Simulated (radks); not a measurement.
Values are calculated unless marked as measured or tabulated.
Fractional charge and spin in the 6s shell of lead: the spin-up occupation runs from 0 to 1 and the spin-down occupation from 0 to 1; the fullest corner is Pb2+, [Xe] 4f14 5d10 6s(up 1, down 1). Level of theory: scalar-relativistic Kohn-Sham, r2SCAN, spin-polarised, spherical densities, finite nucleus; meta-GGA in the generalised Kohn-Sham scheme; Fermi nuclear charge, rms radius of each element as measured or else 0.836 A^(1/3) + 0.57 fm (a radial shooting solver on a logarithmic mesh with Libxc functionals). Energy (eV) above the fullest corner. The planes named below are the two flat planes that join the four corners, with an edge along up + down = one added electron.

| down \ up | 0 | 0.5 | 1 |
|---|---|---|---|
| 0 | 74.610 | 52.133 | 31.917 |
| 0.5 | 52.133 | 32.408 | 14.886 |
| 1 | 31.917 | 14.886 | 0.000 |

Corners above the fullest one (they belong to Pb3+ and the next ion): (up 1, down 0) 31.917 eV, (up 0, down 1) 31.917 eV, (up 0, down 0) 74.610 eV. With half an added electron in each spin the energy lies 0.491 eV from the planes (fractional-spin error, the static-correlation error of a stretched bond), and with half an added electron in spin up alone -1.131 eV (fractional-charge error). For a frontier s shell over closed shells the exact functional lies on the planes.
